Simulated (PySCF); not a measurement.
C4H5, SMILES C=[C]C=C (connectivity only; charge and spin as stated), charge +1, multiplicity 1.

Geometry optimised at B3LYP-D3(BJ)/def2-SVP. The spin state was assumed, not searched. The isomer is the one that the SMILES or the coordinates give; other isomers of the formula were not compared. The values are those of a single conformer.

Level of theory: PySCF with ωB97X/def2-TZVPD.

Gas-phase values at a fixed geometry.

Question: Estimate the frontier levels, gap, dipole moment and polarisability. (An estimate is asked for; the answer gives what the named calculation found.)

Answer: 
```
Quantity                                                          Result
------------------------------------------------  ----------------------
highest occupied level                                         -16.95 eV
lowest empty level                                              -7.26 eV
orbital gap                                                      9.69 eV
dipole moment about the centre of nuclear charge                  0.67 D
mean static polarisability                          47.3 bohr³ (7.02 Å³)
polarisability, principal values                  28.7, 35.5, 77.8 bohr³
```
